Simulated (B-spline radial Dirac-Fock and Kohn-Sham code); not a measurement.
X-ray scattering factor of W⁶⁴⁺

System: tungsten as W⁶⁴⁺, [He] 2s2 2p6.

Calculated with a radial B-spline solver, using Dirac-Fock orbitals of the configuration average with a finite nucleus. f₀ is the Fourier transform of the spherical electron density, S the Waller-Hartree incoherent function, and s = sin θ/λ.

| s (Å⁻¹) | f₀ | S |
| --- | --- | --- |
| 0 | 10.000 | 0.000 |
| 0.09 | 9.997 | 0.003 |
| 0.11 | 9.996 | 0.005 |
| 0.13 | 9.994 | 0.007 |
| 0.15 | 9.992 | 0.009 |
| 0.18 | 9.989 | 0.013 |
| 0.21 | 9.984 | 0.018 |
| 0.25 | 9.978 | 0.026 |
| 0.3 | 9.968 | 0.037 |
| 0.35 | 9.957 | 0.050 |
| 0.42 | 9.938 | 0.073 |
| 0.5 | 9.912 | 0.103 |
| 0.59 | 9.878 | 0.142 |
| 0.7 | 9.829 | 0.200 |
| 0.83 | 9.760 | 0.279 |
| 0.98 | 9.668 | 0.385 |
| 1.16 | 9.539 | 0.533 |
| 1.38 | 9.356 | 0.742 |
| 1.63 | 9.117 | 1.011 |
| 1.93 | 8.793 | 1.372 |
| 2.29 | 8.358 | 1.847 |
| 2.71 | 7.806 | 2.437 |
| 3.21 | 7.113 | 3.156 |

f₀ starts at the number of electrons, 10. The sum of ⟨r²⟩ over the electrons is 0.04804 bohr².
